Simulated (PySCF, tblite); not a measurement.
Question: What does the GFN2-xTB structure of `CC(C)(C)c1ppc[p-]1` look like in three dimensions? (Charge -1.)

Answer: 
```xyz
19
C6H10P3 angstrom
C     -1.5709   -0.8703   -0.7400
C     -0.6304   -0.0322    0.1238
C     -0.7089   -0.5319    1.5707
C     -1.0846    1.4310    0.0761
C      0.8087   -0.1217   -0.3557
P      1.2321   -1.0871   -1.7376
P      3.2920   -0.7405   -1.7990
C      3.3904    0.3108   -0.4352
P      2.0323    0.7751    0.5204
H     -1.2690   -1.9150   -0.7199
H     -1.5340   -0.5320   -1.7729
H     -2.5967   -0.7896   -0.3762
H     -0.3767   -1.5674    1.6260
H     -1.7309   -0.4675    1.9489
H     -0.0577    0.0697    2.2030
H     -1.0233    1.8069   -0.9439
H     -0.4340    2.0382    0.7037
H     -2.1131    1.5298    0.4284
H      4.3649    0.7027   -0.1633
```

Any rigid rotation of these coordinates is as good. Atoms count from 1 in this order. Of the pairs four or more bonds apart, P9···H15 is among the closest relative to their van der Waals radii: 2.77 Å, 92 % of the sum of Bondi's values. The 4 C–P bonds span 1.724 Å (C8–P9, aromatic) to 1.752 Å (C5–P9, aromatic), a spread of 0.028 Å. C8 (aromatic CH carbon) is planar (angles 123.9°, 118.1° and 118.0°, sum 360.0°, 0.00 Å off the plane of its three neighbours). The 5-membered ring C5–P6–P7–C8–P9 has internal angles of 97.7° to 123.9°; it is planar, 0.00 Å rms from its mean plane, widest ring torsion 0°.

Bonds between heavy atoms (Å): C1–C2 1.527, C2–C3 1.533, C2–C4 1.533, C2–C5 1.520, C5–P6 1.738, P6–P7 2.090, P7–C8 1.725, C8–P9 1.724, C5–P9 1.752.

The geometry is computed with GFN2-xTB (gas phase).

Point group: Cs (tolerance 0.08 Å). Its GFN2-xTB frequencies are all real (lowest 18 cm⁻¹). 2 starts were optimised and ended at 0.00 and 0.08 kcal/mol (GFN2-xTB); the lowest of these is shown.
